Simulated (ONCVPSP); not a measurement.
## Ca: excitation energies, all-electron against ONCV

| Quantity | Value |
| --- | --- |
| Element | calcium (Ca) |
| Generator | ONCVPSP 4.0.1 |
| Type | optimised norm-conserving Vanderbilt (ONCV) |
| Functional | LDA (Perdew-Wang 92) |
| Relativity | scalar-relativistic |
| Frozen core | [Ne] |
| Valence charge | 10 |
| Reference configuration | 3s2 3p6 4s2 |
| Partial waves | 3s+4s: rc 2.15 bohr, ncon 4, nbas 7, qcut 6.9 1/bohr, 2 projectors; 3p: rc 1.30 bohr, ncon 4, nbas 9, qcut 5.6 1/bohr, 2 projectors, debl 3.4 Ha; d scattering state at 0.23 Ha: rc 1.80 bohr, ncon 3, nbas 8, qcut 5.7 1/bohr, 2 projectors, debl 2.8 Ha |
| Local potential | polynomial inside 1.15 bohr (lpopt 5, dvloc0 -1 Ha) |
| Core correction | Teter function, fcfact 2.5, rcfact 1.2 |

In the d channel the program set the typed energies aside and used -0.078, 2.722 Ha.

Energies are relative to the spin-unpolarised reference configuration 3s2 3p6 4s2; without spin polarisation the order of configurations can differ from experiment.

| valence configuration | charge | ΔE all-electron (eV) | error AE − PS (meV) |
| --- | --- | --- | --- |
| 3s2 3p6 4s0 | +2 | 18.403 | -2.6 |
| 3s2 3p6 4s1.5 | +0.5 | 2.564 | -0.1 |
| 3s2 3p6 3d1 4s0 | +1 | 7.790 | +25 |

**Question.** What are ΔE and the potential's error for 3s2 3p6 4s1?

**Answer.** ΔE = 6.458 eV all-electron; the error (AE − PS) is -0.5 meV.
